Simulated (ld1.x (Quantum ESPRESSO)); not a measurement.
## Building the TM potential for Ag (Z = 47) (PBEsol, scalar-relativistic).

Ag, norm-conserving Troullier–Martins (Kleinman–Bylander form), made with ld1.x (Quantum ESPRESSO) 7.5 (PBEsol, scalar-relativistic). Core [Ar] 3d10 4s2, reference 4p6 4d10 5s0 5p0 (charge +1). Waves: 4p (bound): rc 1.15 bohr; 4d (bound): rc 1.45 bohr; 5s (bound, empty): rc 1.75 bohr. Local part: the s channel. Core correction: Bessel-smoothed model core inside 0.75 bohr.

All-electron outer shells of the reference configuration (PBEsol, scalar-relativistic, ld1.x):

| shell | level (eV) | outermost node (bohr) | outermost maximum (bohr) |
| --- | --- | --- | --- |
| 4s | -103.18 | 0.44 | 0.82 |
| 4p | -66.76 | 0.44 | 0.87 |
| 4d | -15.64 | 0.43 | 1.04 |
| 5s | -11.23 | 1.11 | 2.37 |
| 5p | -6.17 | 1.24 | 3.04 |

Problem. Estimate the cutoffs (Ry, on a coarse ladder) from which the occupation-weighted sum of valence levels, in a spherical-Bessel basis at the reference potential, stays within 10 and 1 mRy of its value at 400 Ry.

Solution. 120 Ry and 160 Ry.

Problem. What does a ghost test show?

Solution. No extra level below or beside the all-electron valence levels (p, d, s, f tested).

Problem. Which valence shell sets the plane-wave cutoff?

Solution. 4p: its level needs 140 Ry to come within 1 mRy, against 70 Ry for 4d.

Problem. Tests: 4p6 4d10 5s1 5p0; 4p6 4d9 5s0 5p0; 4p6 4d8 5s0 5p0; 4p6 4d9 5s1 5p0; 4p5 4d10 5s1 5p0; 4p6 4d10 5s0 5p1; 4p6 4d9 5s1 5p1. Which has the largest error in its energy relative to the reference configuration, and how large is it?

Solution. 4p6 4d9 5s1 5p1, with -636 meV (all-electron minus pseudo) on +0.86 eV.
